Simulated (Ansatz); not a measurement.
CoI₂, relaxed as a doublet with UKS PBE0-D4/def2-TZVP in Ansatz, starting from the GFN1-xTB geometry. Force threshold 0.02 eV/Å.

In the def2 sets I takes a core potential; there is no spin–orbit coupling. The charge 0 doublet is spin-contaminated (final ⟨S²⟩ up to 1.76, 0.75 for a pure state). The relaxation made no stability test and no search for a lower SCF solution. No other spin state of charge 0 was run. The structure comes from a short search, and lower isomers may exist.

Start:

Cartesian coordinates in Å:
```
Co -0.816 0.118 -0.345
I 1.191 0.961 -1.331
I -0.376 -1.079 1.676
```

| step | energy (eV) | largest force component (eV/Å) | SCF passes |
| --- | --- | --- | --- |
| 1 | -53825.6248 | 0.392 | 283 |
| 2 | -53825.7258 | 0.461 | 163 |
| 3 | -53825.8189 | 0.378 | 150 |
| 4 | -53825.8833 | 0.197 | 51 |
| 5 | -53825.9185 | 0.084 | 48 |
| 6 | -53825.9285 | 0.012 | 33 |
| 7 | -53825.9287 | 0.002 | 33 |

Force components are those of the run's own axes.

End:

```xyz
3

Co    0.004   -0.001    0.002
I     0.954    1.244   -1.834
I    -0.958   -1.243    1.833
```

By distances, no bond broke or formed. The bond that changes most is Co1–I3, from 2.39 to 2.41 Å (atoms count from 1). The end is the same structure that another start reached, the lowest one found.

The force fell under the threshold at step 6, but the optimiser went on. No frequencies were taken in this run, so the end may be a saddle point.

Hardware: 4 threads of Arm Neoverse N1 on a shared host. Wall time 88 s, peak host memory 0.73 GiB.
